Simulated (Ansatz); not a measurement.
HfH4. Charge 0, multiplicity 1. Geometry B3LYP-D4/def2-TZVP, basis def2-TZVP, Ansatz.

| run | HOMO (eV) | LUMO (eV) |
| --- | --- | --- |
| A | -10.79 | 0.05 |
| B | -7.11 | -2.94 |
| C | -7.13 | -3.39 |
| D | -8.04 | -2.43 |
| E | -7.48 | -2.81 |
| F | -7.12 | -3.07 |

In the def2 sets Hf takes a core potential; there is no spin–orbit coupling. HSE06 is defined as in plane-wave codes, on full-range PBE exchange.

The runs used HSE06, LDA (SPW92), PBE, r2SCAN, revPBE, ωB97M-V. Estimate which is which.

A ωB97M-V (range-separated); B revPBE (0 % exact exchange); C LDA (SPW92) (0 % exact exchange); D HSE06 (range-separated); E r2SCAN (0 % exact exchange); F PBE (0 % exact exchange). Exact exchange lowers occupied and raises empty levels; among semilocal functionals meta-GGAs tend to open the gap a little, and such runs are hard to tell apart. The gap grows from 3.73 eV (LDA (SPW92)) to 10.84 eV (ωB97M-V).
